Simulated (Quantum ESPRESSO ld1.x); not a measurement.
Values are calculated unless marked as measured or tabulated.
Q: Species: Ce II. Configuration: [Xe] 4f1 5d2. Code: ld1.x of Quantum ESPRESSO 7.5. Model: scalar-relativistic Kohn-Sham, PBE, spin-unpolarised, spherical densities, point nucleus. Some entries of the table are withheld. Estimate them.

orbital  occ.  eigenvalue (eV)  <1/r> (bohr^-1)
1s          2         -40275.2            63.35
2s          2              (1)              (2)
2p          6         -5778.37            13.83
3s          2         -1392.28            5.300
3p          6              (3)            5.018
3d         10         -874.071            4.760
4s          2         -284.774            2.211
4p          6         -214.878            2.039
4d         10         -114.290            1.778
5s          2              (4)           0.8690
5p          6         -27.2129           0.7383
4f          1          -9.2200            1.203
5d          2              (5)           0.4581

A: 
(1) 2s eigenvalue (eV): -6451.77
(2) 2s <1/r> (bohr^-1): 14.60
(3) 3p eigenvalue (eV): -1178.15
(4) 5s eigenvalue (eV): -44.4462
(5) 5d eigenvalue (eV): -7.2087
